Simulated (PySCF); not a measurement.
**Distorted geometries of DyF3(H2O)**

DyF3(H2O) (singlet in the valence; each metal's 4f electrons, 9 of them, lie in its core potential, out of spins and levels). PySCF 2.14.0, RKS B3LYP, Dy lcecp-1-SVP with ECP55, F def2-SVP, O def2-SVP, H def2-SVP; non-relativistic Hamiltonian with scalar-relativistic core potentials where named; density fitting; no spin-orbit coupling. Relaxed geometry:

```xyz
7

Dy    0.0865   -0.0822    0.0822
F     1.0886    1.3480    1.1294
F    -1.3059   -1.1293    1.1293
F     1.0886   -1.1294   -1.3480
O    -1.2932    1.3213   -1.3213
H    -1.6425    2.1965   -1.0955
H    -1.6425    1.0955   -2.1965
```

Question: Order these distorted geometries by energy above the relaxed one, lowest first.
A.
```xyz
7

Dy    0.0743   -0.0612    0.0792
F     1.0817    1.3331    1.0982
F    -1.3290   -1.1263    1.1361
F     1.0903   -1.0918   -1.3045
O    -1.3268    1.3020   -1.3672
H    -1.5993    2.1712   -1.0918
H    -1.6116    1.0933   -2.1704
```
B.
```xyz
7

Dy    0.0998   -0.0810    0.0676
F     1.0802    1.3268    1.1071
F    -1.3287   -1.0770    1.1160
F     1.1149   -1.1077   -1.3261
O    -1.2728    1.3286   -1.3117
H    -1.6907    2.1424   -1.0955
H    -1.6230    1.0882   -2.1778
```
C.
```xyz
7

Dy    0.0773   -0.0633    0.0729
F     1.1504    1.4006    1.1352
F    -1.3016   -1.1813    1.1682
F     1.0966   -1.1553   -1.3351
O    -1.2858    1.2750   -1.3270
H    -1.7090    2.2444   -1.0723
H    -1.6482    1.1002   -2.2621
```

Answer: B (0.05 eV), A (0.32 eV), C (0.41 eV).

Question: Which forces (eV/Å) act in the one that lies 0.05 eV up?

Answer: 
```
Dy  -0.55 -0.04  0.19
F    0.33  0.44  0.33
F   -0.06 -0.09  0.05
F    0.33 -0.36 -0.47
O    0.59 -1.22 -0.43
H   -0.64  1.45  0.56
H   -0.01 -0.18 -0.24
```
Forces carry noise of the integration grid, about 0.01 to 0.03 eV/Å.

An lcecp potential fixes the number of 4f electrons, so in runs with it no electron can move into or out of that shell.
